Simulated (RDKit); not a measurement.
Input file for RDKit: MMFF94 on NH3 (SMILES N).

```python
from rdkit import Chem
from rdkit.Chem import AllChem, rdDetermineBonds

blocks = [
'''4

N     0.01626571   -0.17557768    3.69856943
H     0.28808436   -1.06760908    4.09640044
H    -0.67320688    0.22890892    4.32206240
H    -0.44170215   -0.36380873    2.80615153
''',
]
mol = None
for b in blocks:
    f = Chem.MolFromXYZBlock(b)
    rdDetermineBonds.DetermineBonds(f, charge=0)
    mol = f if mol is None else Chem.CombineMols(mol, f)
Chem.SanitizeMol(mol)
print(Chem.MolToSmiles(Chem.RemoveHs(mol)))
ff = AllChem.MMFFGetMoleculeForceField(mol, AllChem.MMFFGetMoleculeProperties(mol), nonBondedThresh=100.0, ignoreInterfragInteractions=False)
e = ff.CalcEnergy()
print(f'MMFF94 energy {e:.6f} kcal/mol')
```

It printed:

```
N
MMFF94 energy 0.101865 kcal/mol
```

The run finished.

Cost: very roughly 0.020 core-seconds.
